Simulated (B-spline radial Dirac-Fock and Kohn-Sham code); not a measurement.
## Elastic and transport cross sections of lutetium for electrons

Model: relativistic (Dirac) partial waves in the static field of the Dirac-Fock atom with Furness-McCarthy exchange, without polarisation or absorption potentials. Program: a radial finite-basis atomic code. σ_tr1 and σ_tr2 weight the cross section with 1 − P₁ and 1 − P₂ of cos θ; "backward" is the share scattered beyond 90°.

| energy (eV) | σ (a₀²) | σ_tr1 (a₀²) | σ_tr2 (a₀²) | σ/σ_tr1 | backward (%) |
| --- | --- | --- | --- | --- | --- |
| 30000 | 1.54 | 0.0274 | 0.0552 | 56.0 | 0.37 |
| 30300 | 1.53 | 0.0270 | 0.0544 | 56.5 | 0.37 |
| 34700 | 1.40 | 0.0219 | 0.0450 | 63.9 | 0.31 |
| 40500 | 1.27 | 0.0173 | 0.0362 | 73.5 | 0.25 |
| 41800 | 1.25 | 0.0165 | 0.0346 | 75.7 | 0.24 |
| 44300 | 1.20 | 0.0150 | 0.0318 | 79.8 | 0.23 |
| 49700 | 1.12 | 0.0126 | 0.0270 | 88.6 | 0.20 |
| 50000 | 1.11 | 0.0125 | 0.0267 | 89.1 | 0.19 |
| 75400 | 0.858 | 0.00658 | 0.0147 | 130 | 0.11 |
| 100000 | ? | ? | ? | ? | ? |
| 117000 | 0.657 | 0.00332 | 0.00772 | 198 | 0.064 |
| 139000 | 0.595 | 0.00254 | 0.00599 | 234 | 0.050 |
| 200000 | 0.489 | 0.00145 | 0.00351 | 338 | 0.030 |
| 300000 | 0.405 | 0.000782 | 0.00194 | 518 | 0.017 |

Q: Fill in the row for 100 keV.

A: σ = 0.721 a₀², σ_tr1 = 0.00424 a₀², σ_tr2 = 0.00973 a₀², σ/σ_tr1 = 170, backward 0.079 %. The ratio σ/σ_tr1 is roughly the number of elastic collisions that randomise the direction.

Values without a named source are computed, but for edge energies of neutral atoms, which are taken from tables.
